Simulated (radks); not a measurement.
The numbers below are computed, except where a source is named.
Neutral scandium inside a hard spherical wall (all orbitals vanish at R), configuration held at [Ar] 3d1 4s2 and not refilled when levels cross. Level of theory: scalar-relativistic Kohn-Sham, LDA (Slater exchange, VWN5 correlation), spin-polarised, spherical densities, finite nucleus; open shells are filled with parallel spins first; Fermi nuclear charge, rms radius 3.5459 fm (a radial shooting solver on a logarithmic mesh with Libxc functionals). Eigenvalues in eV for spin up, with the zero of energy where the potential of the charges vanishes at infinity; a dash marks a level that is unbound or too diffuse for the functional's potential to be trusted. A positive occupied level is held by the wall or, in an anion where self-interaction has pushed it up, behind a barrier. The pressure on the wall is -dE/dV.

R (bohr)  E (hartree)  kinetic (hartree)    e(3s)    e(3p)   e(4s)   e(3d)  e(4p, empty)  e(5s, empty)  pressure (GPa)
free       -762.33177            767.655  -55.016  -33.871  -4.415  -3.698        -1.580        -0.079               0
20         -762.33177            767.655  -55.016  -33.871  -4.415  -3.698        -1.580         0.026        < 0.0001
12         -762.33161            767.657  -55.000  -33.854  -4.403  -3.683        -1.536         0.919         0.00270
8          -762.32159            767.726  -54.516  -33.375  -4.008  -3.244        -0.809         5.031           0.377
5          -762.12032            768.539  -51.047  -29.982   0.199  -0.022         5.168        25.849            20.7
3          -760.09908            774.956  -39.420  -18.516  29.394  13.115        39.922        118.82             828
2.5        -757.50902            782.919  -30.125   -8.777  60.537  24.723        73.528        198.14            3010
2          -750.34449            803.368   -9.499   13.481  133.95  49.875        148.44        364.16           14000
1.5        -726.37367            863.187   50.172   76.463  335.32  112.35        343.35        774.78           91100
